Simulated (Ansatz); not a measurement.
Two structures of BH₃F₄, closed shell, reached by relaxing down either side of one saddle point (PBE0-D4/def2-TZVP). Energies are electronic, without zero-point energy. Ansatz 0.2.0; basis: def2-TZVPP and def2-QZVPP; cores frozen in the correlated methods. Extrapolation: Hartree–Fock as exp(−7.88 √X), correlation as X^−2.97. First:

```xyz
8
angstrom
B -1.1789 0.2337 -0.6316
H -0.7699 0.8099 0.3354
F -1.9898 -0.7914 -0.4925
F -0.9989 0.7465 -1.8281
H 1.2695 -0.7576 0.0747
F 0.7759 -1.0525 -0.6621
H 1.1213 0.7141 1.7185
F 1.7707 0.0972 1.4859
```

Second:

B1  (-0.789, -0.365, -0.974)
H2  (-0.824, 1.172, 1.296)
F3  (-2.039, -0.587, -0.661)
F4  (-0.449, 0.650, -1.723)
H5  (1.796, -0.664, 0.387)
F6  (0.143, -1.208, -0.558)
H7  (-0.086, 1.053, 1.322)
F8  (2.249, -0.053, 0.911)
(Å)

(1) Which bonds change from the first to the second?

(2) Give the saddle point's structure and its height above each. (Judge from chemistry; the value comes from the calculation.)

T1 diagnostic: at most 0.012.

Answers

(1) BHF₂ ([F][BH][F]) + HF + HF → BF₃ ([F][B]([F])[F]) + HF + H₂; bonds formed: B1–F6, H2–H7, H5–F8; bonds broken: B1–H2, H5–F6, H7–F8.

(2) By the calculation: 0.778 eV above the first and 1.783 eV above the second (CCSD(T) at an estimated basis limit (MP2 extrapolated from triple and quadruple zeta, plus CCSD(T) − MP2 in triple zeta)).
```json
{"atom": "B1", "x (Å)": "-0.7020", "y (Å)": "0.0198", "z (Å)": "-0.5102"}
{"atom": "H2", "x (Å)": "-0.4631", "y (Å)": "0.7687", "z (Å)": "0.5617"}
{"atom": "F3", "x (Å)": "-1.7606", "y (Å)": "-0.7483", "z (Å)": "-0.2463"}
{"atom": "F4", "x (Å)": "-0.7296", "y (Å)": "0.8230", "z (Å)": "-1.5755"}
{"atom": "H5", "x (Å)": "1.2018", "y (Å)": "-0.5664", "z (Å)": "0.2498"}
{"atom": "F6", "x (Å)": "0.5297", "y (Å)": "-0.8855", "z (Å)": "-0.6252"}
{"atom": "H7", "x (Å)": "0.4667", "y (Å)": "0.5309", "z (Å)": "0.9781"}
{"atom": "F8", "x (Å)": "1.4570", "y (Å)": "0.0578", "z (Å)": "1.1676"}
```

Labels in which every atom is bracketed show which atoms are joined, not bond orders.

For scale, one of the runs: CCSD(T)/def2-TZVPP, 197 basis functions, launched by `ansatz run in.yaml --threads 4 --pin off --events-out ev --progress --plain --max-ram 9574MiB`. Hardware: 4 CPU threads of an Arm Neoverse V1, shared host. Wall time 84 s; peak host memory 2.8 GiB.
